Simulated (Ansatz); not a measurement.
Consider the substitution at a C–C bond: `C[CH2][In]([OH])[Cl]` + `[NH]=[V]([NH2])([OH])[OH]` → `C[N]=[V]([NH2])([OH])[OH]` + `[CH3][In]([OH])[Cl]`.

Calculated with Ansatz (gas phase, PBE0-D4/def2-TZVP geometries, no zero-point term in ΔE). CCSD(T)/CBS adds triple-zeta CCSD(T) − MP2 to the extrapolated MP2 energy (def2 sets, frozen cores). DFT in def2-TZVPP. def2 core potentials past Kr. For In, V outer-core shells are correlated without core-valence functions, which leaves a few kJ/mol of doubt a bond. Scalar relativity is left out up to krypton. Each species was taken in one conformer, which may not be the lowest.

`C[CH2][In]([OH])[Cl]`:

Z-matrix (Å, degrees):
```
C
C 1 1.520
H 1 1.094 2 110.6
H 1 1.092 2 112.0 3 119.9
H 1 1.092 2 112.0 3 -119.9
In 2 2.149 1 113.1 3 -180.0
H 2 1.093 1 111.8 3 -59.8
H 2 1.093 1 111.8 3 59.9
Cl 6 2.335 2 119.2 1 -0.1
O 6 1.979 2 132.6 1 179.8
H 10 0.960 6 113.3 2 0.1
```

`[NH]=[V]([NH2])([OH])[OH]`:

Cartesian coordinates in Å:
```
N -0.618 -0.047 -1.391
V 0.258 -0.059 -0.044
N -0.942 0.354 1.272
O 1.561 1.149 -0.106
O 0.983 -1.656 0.245
H -1.107 -0.057 -2.275
H -0.647 0.414 2.238
H -1.924 0.542 1.163
H 1.652 1.787 -0.815
H 0.783 -2.428 -0.287
```

`C[N]=[V]([NH2])([OH])[OH]`:

Cartesian coordinates in Å:
```
C 0.647 1.900 -0.692
N 0.118 0.673 -0.231
V -0.533 -0.700 0.293
N 0.915 -1.813 0.461
O -1.708 -1.336 -0.889
O -1.350 -0.456 1.860
H 0.430 2.711 0.012
H 0.224 2.169 -1.666
H 1.735 1.829 -0.802
H 1.880 -1.604 0.268
H 0.796 -2.765 0.781
H -1.846 -0.963 -1.761
H -1.309 0.356 2.365
```

`[CH3][In]([OH])[Cl]`:

Cartesian coordinates in Å:
```
C -0.418 -0.154 1.294
In 0.057 -0.243 -0.782
O 1.073 1.033 -1.902
Cl -0.614 -2.016 -2.132
H -0.893 0.799 1.522
H -1.092 -0.973 1.538
H 0.498 -0.245 1.878
H 1.388 1.798 -1.415
```

Is it downhill or uphill in electronic energy at CCSD(T)/CBS, and by how much? (Estimate.)

The calculation gave: Downhill: ΔE = -11.0 kJ/mol.

What do these levels give: PBE-D4, PBE0-D4, B2PLYP, HF/def2-TZVPP, SCS-MP2/def2-TZVPP, HF/CBS(def2)? (Best estimate.)

Computed: PBE-D4 -13.9, PBE0-D4 -13.7, B2PLYP -21.1, HF/def2-TZVPP -16.0, SCS-MP2/def2-TZVPP -26.2, HF/CBS(def2) -16.0 kJ/mol.

Largest T1 diagnostic among the species: 0.030, so the coupled-cluster value is less sure than usual.
